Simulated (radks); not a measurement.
A nucleus of charge 78.9 with 77 electrons, configuration [Xe] 4f14 5d9. All-electron calculation, Dirac Kohn-Sham, PBEsol, spin-unpolarised, spherical densities, point nucleus; open shells fill j = l - 1/2 first. Program: a radial shooting solver on a logarithmic mesh with Libxc functionals.

Normalised radial functions P(r) = r R(r) (large component), r in bohr:

| r | 4f5/2 | 5p1/2 | 5d3/2 |
|---|---|---|---|
| 0.002308 | 0.0000 | 0.0231 | 0.0001 |
| 0.003078 | 0.0000 | 0.0322 | 0.0003 |
| 0.004072 | 0.0000 | 0.0449 | 0.0005 |
| 0.005432 | 0.0000 | 0.0635 | 0.0010 |
| 0.007245 | 0.0000 | 0.0897 | 0.0021 |
| 0.009662 | 0.0001 | 0.1256 | 0.0042 |
| 0.01278 | 0.0004 | 0.1705 | 0.0083 |
| 0.01705 | 0.0010 | 0.2246 | 0.0165 |
| 0.02274 | 0.0028 | 0.2772 | 0.0320 |
| 0.03033 | 0.0074 | 0.3072 | 0.0594 |
| 0.04014 | 0.0185 | 0.2823 | 0.1028 |
| 0.05353 | 0.0453 | 0.1646 | 0.1666 |
| 0.0714 | 0.1043 | -0.0560 | 0.2406 |
| 0.09523 | 0.2219 | -0.3118 | 0.2924 |
| 0.126 | 0.4211 | -0.4345 | 0.2667 |
| 0.168 | 0.7243 | -0.2527 | 0.1094 |
| 0.2241 | 1.0819 | 0.2195 | -0.1619 |
| 0.2989 | 1.3722 | 0.6118 | -0.4000 |
| 0.3955 | 1.4496 | 0.4755 | -0.3996 |
| 0.5276 | 1.2636 | -0.2191 | -0.0781 |
| 0.7036 | 0.8953 | -0.9474 | 0.4162 |
| 0.9385 | 0.5055 | -1.1694 | 0.8045 |
| 1.242 | 0.2259 | -0.8769 | 0.9047 |
| 1.656 | 0.0731 | -0.4296 | 0.7480 |
| 2.209 | 0.0163 | -0.1360 | 0.4761 |
| 2.946 | 0.0022 | -0.0257 | 0.2288 |
| 3.898 | 0.0002 | -0.0027 | 0.0811 |
| 5.199 | 0.0000 | -0.0001 | 0.0178 |

4f5/2: eigenvalue -102.04 eV, 0 radial nodes, <r> = 0.497 bohr, 90 % of the charge inside 0.799 bohr. 5p1/2: eigenvalue -91.412 eV, 3 radial nodes at r = 0.0670, 0.198, 0.488 bohr, <r> = 1.00 bohr, 90 % of the charge inside 1.46 bohr. 5d3/2: eigenvalue -26.916 eV, 2 radial nodes at r = 0.190, 0.554 bohr, <r> = 1.48 bohr, 90 % of the charge inside 2.27 bohr.
